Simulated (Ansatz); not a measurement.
Geometry optimisation, UKS PBE/def2-SVP in Ansatz 0.2.0.

The input (input.yaml):

```yaml
crystal:
  periodic: [false, false, false]
  atoms:
    - { symbol: Hf, position_ang: [-0.080343, 0.091178, -0.613407] }
    - { symbol: Cl, position_ang: [0.074816, -0.294073, 3.081077] }
    - { symbol: F, position_ang: [1.833934, -0.023938, -0.538162] }
    - { symbol: Cl, position_ang: [-1.411861, 2.050206, -0.428646] }
    - { symbol: "N", position_ang: [-1.001983, -1.68922, -0.852307] }
    - { symbol: H, position_ang: [-2.016447, -1.857799, -0.892916] }
    - { symbol: H, position_ang: [-0.528995, -2.599247, -0.915084] }
    - { symbol: Si, position_ang: [0.052924, -0.017606, 5.182088] }
    - { symbol: H, position_ang: [-0.72105, -1.15034, 5.792105] }
    - { symbol: H, position_ang: [1.468886, -0.022739, 5.676109] }
    - { symbol: H, position_ang: [-0.611981, 1.294177, 5.481844] }
magnetization:
  spin_polarized: true
  initial_magnetization: 1
basis:
  gaussian: { orbitals: def2-SVP }
hamiltonian:
  xc: pbe
relax:
  f_tol: 0.03
  max_steps: 50
```

Command:

```bash
$ ansatz run input.yaml --threads 4 --pin off --max-ram 5120MiB --backend cpu --events-out ev --progress --plain --runs-dir out
```

Question: Where does it end, and by what steps?

Answer: It converged. The force dipped under the threshold on the way, but the program's further checks kept it going. After 35 steps the energy has fallen by 0.082 eV; F3 moved furthest, 2.18 Å. Joined: Hf1–Cl2.

```json
{"step": "0", "energy less start (eV)": "0.0000", "largest force component (eV/Å)": "0.327", "accepted": "yes"}
{"step": "2", "energy less start (eV)": "-0.0062", "largest force component (eV/Å)": "0.354", "accepted": "yes"}
{"step": "4", "energy less start (eV)": "-0.0087", "largest force component (eV/Å)": "0.081", "accepted": "yes"}
{"step": "6", "energy less start (eV)": "-0.0093", "largest force component (eV/Å)": "0.017", "accepted": "yes"}
{"step": "8", "energy less start (eV)": "-0.0106", "largest force component (eV/Å)": "0.089", "accepted": "yes"}
{"step": "10", "energy less start (eV)": "-0.0126", "largest force component (eV/Å)": "0.164", "accepted": "yes"}
{"step": "12", "energy less start (eV)": "-0.0151", "largest force component (eV/Å)": "0.095", "accepted": "yes"}
{"step": "14", "energy less start (eV)": "-0.0182", "largest force component (eV/Å)": "0.148", "accepted": "yes"}
{"step": "16", "energy less start (eV)": "-0.0202", "largest force component (eV/Å)": "0.106", "accepted": "yes"}
{"step": "18", "energy less start (eV)": "-0.0206", "largest force component (eV/Å)": "0.157", "accepted": "no"}
{"step": "20", "energy less start (eV)": "-0.0254", "largest force component (eV/Å)": "0.059", "accepted": "yes"}
{"step": "22", "energy less start (eV)": "-0.0293", "largest force component (eV/Å)": "0.254", "accepted": "yes"}
{"step": "24", "energy less start (eV)": "-0.0373", "largest force component (eV/Å)": "0.290", "accepted": "yes"}
{"step": "26", "energy less start (eV)": "-0.0490", "largest force component (eV/Å)": "0.416", "accepted": "yes"}
{"step": "28", "energy less start (eV)": "-0.0663", "largest force component (eV/Å)": "0.246", "accepted": "yes"}
{"step": "30", "energy less start (eV)": "-0.0769", "largest force component (eV/Å)": "0.140", "accepted": "yes"}
{"step": "32", "energy less start (eV)": "-0.0807", "largest force component (eV/Å)": "0.126", "accepted": "yes"}
{"step": "34", "energy less start (eV)": "-0.0815", "largest force component (eV/Å)": "0.040", "accepted": "yes"}
{"step": "35", "energy less start (eV)": "-0.0817", "largest force component (eV/Å)": "0.010", "accepted": "yes"}
```

```xyz
11
Properties=species:S:1:pos:R:3
Hf -0.467 -0.532 0.526
Cl -1.115 -0.874 3.466
F 1.227 -1.083 1.271
Cl -1.805 1.437 0.746
N -0.702 -1.418 -1.271
H -1.443 -1.213 -1.952
H -0.093 -2.146 -1.666
Si 0.165 0.231 4.758
H -0.018 -0.330 6.134
H 1.565 0.043 4.265
H -0.257 1.666 4.694
```

The run took 3.1 min on 4 threads of Intel(R) Xeon(R) Platinum 8259CL CPU @ 2.50GHz (Skylake/Cascade Lake), on a shared host, peak memory 0.31 GiB.
